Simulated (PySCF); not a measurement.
Frontier orbitals and the lowest excitations

Compound: C₄H₄N₄.
Geometry (GFN2-xTB, Å), atoms numbered from 1 in this order:
```xyz
12
C4H4N4 angstrom
C     -1.7131    0.0549    0.0979
N     -0.3501   -0.3424    0.2958
N     -0.0210   -1.3640    1.0607
N      1.2527   -1.5043    1.0612
C      1.8057   -0.5660    0.2856
C      0.7768    0.2140   -0.2334
C      0.7854    1.3171   -1.0902
N      0.7912    2.2233   -1.7934
H     -1.7440    0.9909   -0.4575
H     -2.2482   -0.7179   -0.4567
H     -2.1961    0.1813    1.0670
H      2.8620   -0.4876    0.1370
```

Method: TDDFT CAM-B3LYP/def2-SVPD, vertical, gas phase, core orbitals frozen in the response in PySCF 2.14.0, density-fitted response routines. GFN2-xTB frequencies show an imaginary mode (82i cm⁻¹), so this geometry is no minimum at that level.

Kohn–Sham orbitals with the atoms that hold most of them (Löwdin shares over 4%, at most four atoms; ? is withheld):

```json
{"orbital": "HOMO-3", "ε (eV)": "-11.83", "atoms": "N3 45%, N4 29%, C5 6%, N2 4%"}
{"orbital": "HOMO-2", "ε (eV)": "-10.49", "atoms": "N2 30%, N4 27%, C5 11%, C1 7%"}
{"orbital": "HOMO-1", "ε (eV)": "-9.73", "atoms": "?"}
{"orbital": "HOMO", "ε (eV)": "?", "atoms": "?"}
{"orbital": "LUMO", "ε (eV)": "-0.66", "atoms": "N8 16%, N2 16%, N3 16%, C6 16%"}
{"orbital": "LUMO+1", "ε (eV)": "0.95", "atoms": "C1 31%, C7 16%, C6 10%, H10 9%"}
{"orbital": "LUMO+2", "ε (eV)": "1.08", "atoms": "N8 39%, C7 32%, C6 10%, N2 5%"}
```

Question: Which atoms hold the HOMO, and with what shares?

Answer: C6 (bonded to 2 C and N) 22%; C5 (bonded to C, N and H) 21%; N3 (bonded to 2 N) 21%; N8 (bonded to C) 14%. By element: carbon 43% or more, nitrogen 34% or more.

Question: Give the leading atoms of the HOMO-1.

Answer: N4 (bonded to C and N) 47%; N3 (bonded to 2 N) 27%; C5 (bonded to C, N and H) 10%; N2 (bonded to 2 C and N) 8%. By element: nitrogen 82% or more, carbon 10% or more.

Question: What is the HOMO energy, and the HOMO–LUMO gap?

Answer: ε(HOMO) = -9.55 eV; the gap is 8.88 eV (0.3264 hartree).

Question: How does S1 compare with the orbital gap of 8.88 eV?

Answer: S1 is at 5.26 eV (f = 0.0034), 3.62 eV below the gap, made of HOMO-1→LUMO (93%). Its leading pair isn't HOMO and LUMO; the energies of that pair differ by 9.06 eV. Without the coupling terms of the response equations the lowest excitation would equal the gap.

Question: One configuration dominates each of S1, S2, S3 and S8. Which, and how do the shares of the two leading atoms of either orbital change from the occupied to the empty one?

Answer: 
- S1 (5.26 eV, f 0.0034), HOMO-1→LUMO (93%): N4 47% → at most 16%, N3 27% → 16%, N8 at most 8% → 16%, N2 8% → 16%
- S2 (5.99 eV, f 0.232), HOMO→LUMO (90%): C6 22% → 16%, C5 21% → at most 16%, N8 14% → 16%, N2 at most 14% → 16%
- S3 (6.52 eV, f 0.055), HOMO-2→LUMO (78%): N2 30% → 16%, N4 27% → at most 16%, N8 at most 8% → 16%
- S8 (7.63 eV, f 0.0051), HOMO→LUMO+1 (80%): C6 22% → 10%, C5 21% → at most 9%, C1 at most 14% → 31%, C7 at most 14% → 16%

Cost: about 80 s of CPU time on one thread; the machine was shared, so the figure is rough.
